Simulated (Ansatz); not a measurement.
Basis-set extrapolation for C₂H₁₀OSi₂, SMILES `CO[SiH2]C[SiH3]` (PBE0-D4/def2-TZVP geometry, frozen core, Ansatz 0.2.0). Multiplicity 1, RHF reference.

```json
{"": "HF", "def2-TZVPP": "-734.417278", "def2-QZVPP": "-734.443400"}
{"": "MP2 correlation", "def2-TZVPP": "-0.842804", "def2-QZVPP": "-0.902724"}
{"": "CCSD(T) correlation", "def2-TZVPP": "-0.939751", "def2-QZVPP": "not run"}
```

Energies in hartree. Use E(X) = E(∞) + A·exp(−7.88·√X) for Hartree–Fock and E(X) = E(∞) + B·X^(−2.97) for correlation, with X = 3 and 4, and add CCSD(T) minus MP2 of the smaller set to the MP2 limit.

Q: What is the CCSD(T) energy at the basis-set limit?

A: HF limit: -734.443400 + (-0.026122) × 0.13774 = -734.44700. MP2 limit: -0.902724 + (-0.059920) × 0.74074 = -0.94711. Higher-order term: -0.939751 − (-0.842804) = -0.09695. Total: -735.49106 hartree, 351.9 kJ/mol below CCSD(T)/def2-TZVPP.
